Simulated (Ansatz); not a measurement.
`C[NH][Al]([OH])[F]` and `C[O][Al]([OH])[F]` differ in one atom or group.

Ansatz, PBE0-D4/def2-TZVP geometries, multiplicity 1. Each molecule was computed in one conformer, which needn't be the lowest.

```tsv
property	`C[NH][Al]([OH])[F]`
size of the dipole moment (PBE/def2-TZVPP) / D	0.85
HOMO energy (PBE/def2-TZVPP) / eV	-5.53
HOMO energy (ωB97M-V/def2-TZVPP) / eV	-9.24
LUMO energy (PBE/def2-TZVPP) / eV	-1.18
HOMO–LUMO gap (PBE0/def2-TZVPP) / eV	6.57
LUMO energy (ωB97M-V/def2-TZVPP) / eV	1.24
```

Task: What does the change do to each property? (Best estimate.)

Result: Ansatz gave: 
| property | `C[O][Al]([OH])[F]` | shift |
| --- | --- | --- |
| size of the dipole moment (PBE/def2-TZVPP) / D | 1.52 | 0.67 |
| HOMO energy (PBE/def2-TZVPP) / eV | -6.78 | -1.25 |
| HOMO energy (ωB97M-V/def2-TZVPP) / eV | -10.77 | -1.53 |
| LUMO energy (PBE/def2-TZVPP) / eV | -1.52 | -0.34 |
| HOMO–LUMO gap (PBE0/def2-TZVPP) / eV | 7.71 | 1.14 |
| LUMO energy (ωB97M-V/def2-TZVPP) / eV | 0.95 | -0.29 |

With PBE0 the HOMO falls by 1.45 eV and the LUMO falls by 0.32 eV, so the gap widens by about 1.13 eV. PBE moves the HOMO by -1.25 eV and ωB97M-V by -1.53 eV. Dipoles are sizes alone; their direction can turn.
